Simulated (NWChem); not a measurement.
# Basis-set convergence for iodoethane (C2H5I)

```xyz
8

C      2.4499     0.3888     0.0000
C      1.1211     1.1174     0.0000
I     -0.5996    -0.2481     0.0000
H      2.5683    -0.2454     0.8914
H      3.2687     1.1306     0.0000
H      2.5683    -0.2454    -0.8914
H      0.9742     1.7358     0.8942
H      0.9742     1.7358    -0.8942
```
Charge 0, spin multiplicity 1.

Program: NWChem. The geometry was optimised at B3LYP/def2-SVP with def2 effective core potentials on I, held to Cs symmetry and with no frequency check, so it may be a saddle point.

Quantity: vertical ionisation energy at the level ΔMP2 (Δ: difference of total energies, the cation a doublet at the parent's geometry with its hole in an orbital of symmetry a" (Cs labels); it is the state that the SCF runs reached, from PBE0 orbitals for Hartree-Fock references, and need not be the lowest).

Effective core potentials replace the inner electrons of I; spin-orbit coupling is left out. The correlated methods keep 6 core orbitals frozen. No SCF solution was tested for a lower state. Open-shell Hartree-Fock references start from PBE0 orbitals; any time given for them includes that run.

Costs are rough ratios of processor time within this set of runs, SCF included, with def2-SVP as 1.

```
basis       functions  vertical ionisation energy (eV)  relative cost
----------  ---------  -------------------------------  -------------
def2-SVP           79                             9.39              1
def2-TZVP         142                             9.60              5
def2-TZVPD        178                             9.61             20
def2-TZVPP        182                             9.61             10
```

Smallest basis within 0.1 eV of def2-TZVPP, the largest set run: def2-TZVP, with 142 functions against 182 and about 30 % of the time (also within reach: def2-TZVPD). def2-TZVPP isn't the basis-set limit itself, and a small set can land close by cancellation.
